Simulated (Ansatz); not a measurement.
Stepwise reaction of `OB(S)S` with water, as a gas-phase model of exchange steps in deposition or etching. ΔE in kJ/mol.

Calculated with Ansatz (gas phase, PBE0-D4/def2-TZVP geometries, no zero-point term in ΔE). CCSD(T)/CBS adds triple-zeta CCSD(T) − MP2 to the extrapolated MP2 energy (def2 sets, frozen cores). This one scheme is used for every species. Functionals use def2-TZVPP. B3LYP here is the variant with VWN-RPA as its local correlation; programs differ in this. One conformer a species, not always the lowest.

```
step                         reaction  PBE-D4  B3LYP-D4  ωB97M-V  CCSD(T)/CBS
   1  `OB(S)S` + H₂O → `OB(O)S` + H₂S   -48.4     -59.4    -60.7        -53.8
   2  `OB(O)S` + H₂O → `OB(O)O` + H₂S   -62.5     -73.6    -73.9        -68.8
```

(1) By hand: ΔE of the 2 steps together at CCSD(T)/CBS.

Results:

(1) (-53.8) + (-68.8) = -122.6 kJ/mol, or -61.3 kJ/mol a step.

In ΔE each step is lower than the one before. All are downhill at CCSD(T)/CBS. PBE-D4 differs from CCSD(T)/CBS by 5.4 to 6.3 kJ/mol a step. Isolated molecules leave out the surface, adducts and barriers. Largest T1 diagnostic: 0.013.
